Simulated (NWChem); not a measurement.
System: acetate (C₂H₃O₂ anion); SMILES CC(=O)[O-]

Parts of the log:

```
             Northwest Computational Chemistry Package (NWChem) 7.3.0
             --------------------------------------------------------

                             Geometry "geometry" -> ""
                             -------------------------

 Output coordinates in angstroms (scale by  1.889725989 to convert to a.u.)

  No.       Tag          Charge          X              Y              Z
 ---- ---------------- ---------- -------------- -------------- --------------
    1 C                    6.0000    -0.03740800     1.35150300     0.00019400
    2 C                    6.0000    -0.00207200    -0.20793300     0.00027000
    3 O                    8.0000    -1.11411300    -0.79268400    -0.00022500
    4 O                    8.0000     1.14760900    -0.71578100    -0.00013000
    5 H                    1.0000     0.50818000     1.73328500     0.87856400
    6 H                    1.0000    -1.06882800     1.73344000     0.01245300
    7 H                    1.0000     0.48491500     1.73130300    -0.89317900

 Effective nuclear repulsion energy (a.u.)     111.5409104150

                                 NWChem DFT Module
                                 -----------------

 Summary of "ao basis" -> "ao basis" (spherical)
 ------------------------------------------------------------------------------
       Tag                 Description            Shells   Functions and Types
 ---------------- ------------------------------  ------  ---------------------
 C                          def2-svp                 6       14   3s2p1d
 O                          def2-svp                 6       14   3s2p1d
 H                          def2-svp                 3        5   2s1p

            General Information
            -------------------
          SCF calculation type: DFT
          Wavefunction type:  closed shell.
          No. of atoms     :     7
          No. of electrons :    32
           Alpha electrons :    16
            Beta electrons :    16
          Charge           :    -1
          Spin multiplicity:     1
          Use of symmetry is: off; symmetry adaption is: off
          Maximum number of iterations: 150
          AO basis - number of functions:    71
                     number of shells:    33
          Convergence on energy requested:  1.00D-06
          Convergence on density requested:  1.00D-05
          Convergence on gradient requested:  5.00D-04

              XC Information
              --------------
                         B3LYP Method XC Potential
                     Hartree-Fock (Exact) Exchange  0.200
                        Slater Exchange Functional  0.800 local
                    Becke 1988 Exchange Functional  0.720 non-local
              Lee-Yang-Parr Correlation Functional  0.810
                  VWN I RPA Correlation Functional  0.190 local

             Grid Information
             ----------------
          Grid used for XC integration:  medium
          Radial quadrature: Mura-Knowles
          Angular quadrature: Lebedev.
          Tag              B.-S. Rad. Rad. Pts. Rad. Cut. Ang. Pts.
          ---              ---------- --------- --------- ---------
          C                   0.70       49           8.0       434
          O                   0.60       49          10.0       434
          H                   0.35       45           8.0       434
          Grid pruning is: on
          Number of quadrature shells:   331
          Spatial weights used:  Erf1

      Superposition of Atomic Density Guess
      -------------------------------------

 Sum of atomic energies:        -226.12976582

 Renormalizing density from      31.00 to     32

      Non-variational initial energy
      ------------------------------

 Total energy =    -232.296772
 1-e energy   =    -546.653024
 2-e energy   =     202.815342
 HOMO         =       0.013985
 LUMO         =       0.341490

     ---------------------------------------------
      Total Density - Mulliken Population Analysis
     ---------------------------------------------

    Atom       Charge   Shell Charges
 -----------   ------   -------------------------------------------------------
    1 C    6     6.12   1.99  0.90  0.23  1.81  1.17  0.02
    2 C    6     5.01   1.99  0.81  0.20  1.33  0.57  0.11
    3 O    8     8.88   1.99  1.06  0.75  2.85  2.22  0.01
    4 O    8     8.89   1.99  1.06  0.75  2.85  2.22  0.01
    5 H    1     1.03   0.69  0.31  0.02
    6 H    1     1.05   0.70  0.33  0.02
    7 H    1     1.03   0.69  0.31  0.02

   convergence    iter        energy       DeltaE   RMS-Dens  Diis-err
 ---------------- ----- ----------------- --------- --------- ---------
 d= 0,ls=0.0,diis     1   -228.1537922706 -3.40D+02  2.42D-02  1.35D+00
 d= 0,ls=0.0,diis     2   -228.0333433238  1.20D-01  1.41D-02  2.91D+00
 d= 0,ls=0.0,diis     3   -228.3238520694 -2.91D-01  4.84D-03  9.14D-02
 d= 0,ls=0.0,diis     4   -228.3311250088 -7.27D-03  1.88D-03  9.48D-03
 d= 0,ls=0.0,diis     5   -228.3320134784 -8.88D-04  3.08D-04  2.97D-04
  Resetting Diis
 d= 0,ls=0.0,diis     6   -228.3320274450 -1.40D-05  1.35D-04  1.80D-04
 d= 0,ls=0.0,diis     7   -228.3320451829 -1.77D-05  2.40D-05  8.93D-07
 d= 0,ls=0.0,diis     8   -228.3320450987  8.43D-08  1.49D-05  1.74D-06
 d= 0,ls=0.0,diis     9   -228.3320452755 -1.77D-07  4.35D-06  1.50D-07

         Total DFT energy =     -228.332045275494
      One electron energy =     -540.944245056364
           Coulomb energy =      230.484086383080
    Exchange-Corr. energy =      -29.412797017198
 Nuclear repulsion energy =      111.540910414987

 Numeric. integr. density =       31.999999475241

                       DFT Final Molecular Orbital Analysis
                       ------------------------------------

 Vector   14  Occ=2.000000D+00  E=-1.164993D-02
              MO Center=  4.7D-02, -7.3D-01, -1.2D-04, r^2= 1.9D+00
   Bfn.  Coefficient  Atom+Function         Bfn.  Coefficient  Atom+Function
  ----- ------------  ---------------      ----- ------------  ---------------
    48     -0.453766  4 O  pz                34      0.441501  3 O  pz
    51     -0.365154  4 O  pz                37      0.360670  3 O  pz
     9      0.074348  1 C  pz                58     -0.069661  5 H  s
    68      0.067650  7 H  s                 27      0.048954  2 C  d  1

 Vector   15  Occ=2.000000D+00  E=-4.464108D-03
              MO Center= -4.0D-02, -3.9D-01,  1.3D-04, r^2= 2.4D+00
   Bfn.  Coefficient  Atom+Function         Bfn.  Coefficient  Atom+Function
  ----- ------------  ---------------      ----- ------------  ---------------
     3      0.504136  1 C  s                 33     -0.412529  3 O  py
    47     -0.393879  4 O  py                36     -0.304071  3 O  py
    50     -0.296298  4 O  py                 5     -0.268726  1 C  py
     8     -0.238233  1 C  py                22     -0.216733  2 C  py
    63     -0.178841  6 H  s                  2      0.153230  1 C  s

 Vector   16  Occ=2.000000D+00  E= 6.306696D-03
              MO Center=  5.1D-02, -6.5D-01,  1.7D-04, r^2= 2.0D+00
   Bfn.  Coefficient  Atom+Function         Bfn.  Coefficient  Atom+Function
  ----- ------------  ---------------      ----- ------------  ---------------
    47      0.377713  4 O  py                33     -0.337268  3 O  py
    32      0.300841  3 O  px                46      0.277159  4 O  px
    50      0.277221  4 O  py                35      0.242791  3 O  px
    36     -0.241324  3 O  py                49      0.223187  4 O  px
    21      0.176467  2 C  px                31      0.102681  3 O  s

 Vector   17  Occ=0.000000D+00  E= 2.398486D-01
              MO Center=  1.7D-01,  1.9D+00, -1.2D-02, r^2= 4.5D+00
   Bfn.  Coefficient  Atom+Function         Bfn.  Coefficient  Atom+Function
  ----- ------------  ---------------      ----- ------------  ---------------
     3      3.011732  1 C  s                 68     -1.375273  7 H  s
    58     -1.360880  5 H  s                 63     -1.074703  6 H  s
    17     -0.645774  2 C  s                  8      0.320444  1 C  py
     5      0.179128  1 C  py                 7      0.164008  1 C  px
    31      0.159528  3 O  s                 22     -0.155960  2 C  py

 Vector   18  Occ=0.000000D+00  E= 2.679019D-01
              MO Center=  2.6D-01,  7.9D-01, -3.4D-03, r^2= 3.9D+00
   Bfn.  Coefficient  Atom+Function         Bfn.  Coefficient  Atom+Function
  ----- ------------  ---------------      ----- ------------  ---------------
    58      1.168925  5 H  s                 68     -1.169415  7 H  s
     9     -0.855925  1 C  pz                20     -0.381629  2 C  pz
    23     -0.297114  2 C  pz                37      0.277329  3 O  pz
    34      0.265125  3 O  pz                51      0.232834  4 O  pz
     6     -0.227407  1 C  pz                48      0.210217  4 O  pz

 Vector   19  Occ=0.000000D+00  E= 3.010584D-01
              MO Center= -8.8D-01,  1.8D+00,  2.4D-02, r^2= 3.4D+00
   Bfn.  Coefficient  Atom+Function         Bfn.  Coefficient  Atom+Function
  ----- ------------  ---------------      ----- ------------  ---------------
    63      2.100414  6 H  s                  7      1.311846  1 C  px
    58     -0.852342  5 H  s                 68     -0.809493  7 H  s
     4      0.369322  1 C  px                 3     -0.240038  1 C  s
    21     -0.149286  2 C  px                 8     -0.118407  1 C  py
    17     -0.101961  2 C  s                 31     -0.078028  3 O  s

     ---------------------------------------------
      Total Density - Mulliken Population Analysis
     ---------------------------------------------

    Atom       Charge   Shell Charges
 -----------   ------   -------------------------------------------------------
    1 C    6     5.98   1.98  0.92  0.07  2.10  0.88  0.03
    2 C    6     5.97   1.99  0.92  0.16  1.97  0.80  0.14
    3 O    8     8.43   1.99  1.08  0.66  2.85  1.84  0.01
    4 O    8     8.45   1.99  1.08  0.67  2.85  1.84  0.01
    5 H    1     1.05   0.75  0.28  0.02
    6 H    1     1.06   0.75  0.29  0.02
    7 H    1     1.05   0.75  0.28  0.02

     -------------------------------------------
      Total Density - Lowdin Population Analysis
     -------------------------------------------

    Atom       Charge   Shell Charges
 -----------   ------   -------------------------------------------------------
    1 C    6     6.13   1.96  0.61  0.31  1.88  1.29  0.07
    2 C    6     6.05   1.96  0.60  0.30  1.78  1.08  0.32
    3 O    8     8.40   1.97  0.93  0.68  2.73  2.06  0.03
    4 O    8     8.41   1.97  0.93  0.68  2.74  2.07  0.03
    5 H    1     1.00   0.64  0.29  0.07
    6 H    1     1.01   0.65  0.30  0.07
    7 H    1     1.00   0.64  0.29  0.07

     Multipole analysis of the density
     ---------------------------------

     L   x y z        total         alpha         beta         nuclear
     -   - - -        -----         -----         ----         -------
     0   0 0 0     -1.000000    -16.000000    -16.000000     31.000000

     1   1 0 0     -0.015258      0.034554      0.034554     -0.084367
     1   0 1 0      1.244090      0.629861      0.629861     -0.015632
     1   0 0 1     -0.001163      0.001514      0.001514     -0.004191

     2   2 0 0    -25.011915    -51.984499    -51.984499     78.957083
     2   1 1 0      0.027890     -0.094029     -0.094029      0.215949
     2   1 0 1     -0.000336     -0.001610     -0.001610      0.002884
     2   0 2 0    -23.181321    -63.997463    -63.997463    104.813605
     2   0 1 1     -0.005164     -0.005139     -0.005139      0.005115
     2   0 0 2    -18.189608    -11.897732    -11.897732      5.605856

                     NWChem Electrostatic Potential Fit Module
                     -----------------------------------------

 Atom parameters

 Number of atoms is                                    7
 Number of basis functions is                         71

 Grid parameters

 Maximum number of grid points is                  31381
 Number of grid points is                          31380
 Grid range                                     0.300000 nm
 Grid spacing                                   0.020000 nm
 Probe radius                                   0.070000 nm
 Atom radius factor                             1.000000

 Atomic radii

    1    0.100000
    6    0.147000
    8    0.136000
 FASTESP  F
  using M.O. file = ./job.movecs

    Atom              Coordinates                           Charge

                                                  ESP

    1 C    -0.003741    0.135150    0.000019   -0.139204
    2 C    -0.000207   -0.020793    0.000027    0.802961
    3 O    -0.111411   -0.079268   -0.000023   -0.788078
    4 O     0.114761   -0.071578   -0.000013   -0.792658
    5 H     0.050818    0.173329    0.087856   -0.023125
    6 H    -0.106883    0.173344    0.001245   -0.037794
    7 H     0.048492    0.173130   -0.089318   -0.022102
                                            ------------
                                               -1.000000

 Dipole moment                                  0.565194

 Quadrupole moment Qxx                        -11.208232
                   Qyy                          0.549371
                   Qzz                         10.658861

 RMS deviation kJ/mol                           0.063643

 RRMS %                                         2.638652
```

Level: B3LYP/def2-SVP. Sets without diffuse functions describe the anion's extra electron poorly. Coordinates come from a B3LYP/def2-SVPD optimisation. The highest occupied level is positive, so the extra electron may be held by the finite basis.

Which NWChem input produces such a log?

This is not unique; one that fits is the input that was run:
```
start job
memory heap 200 mb stack 900 mb global 1100 mb
charge -1
geometry units angstroms noautosym nocenter noautoz
  C     -0.037408     1.351503     0.000194
  C     -0.002072    -0.207933     0.000270
  O     -1.114113    -0.792684    -0.000225
  O      1.147609    -0.715781    -0.000130
  H      0.508180     1.733285     0.878564
  H     -1.068828     1.733440     0.012453
  H      0.484915     1.731303    -0.893179
end
basis spherical
  C library def2-svp
  O library def2-svp
  H library def2-svp
end
dft
  xc b3lyp
  iterations 150
  mulliken
end
task dft energy
esp
  recalculate
  probe 0.07
  range 0.3
  factor 1.0
  spacing 0.02
end
task esp
```
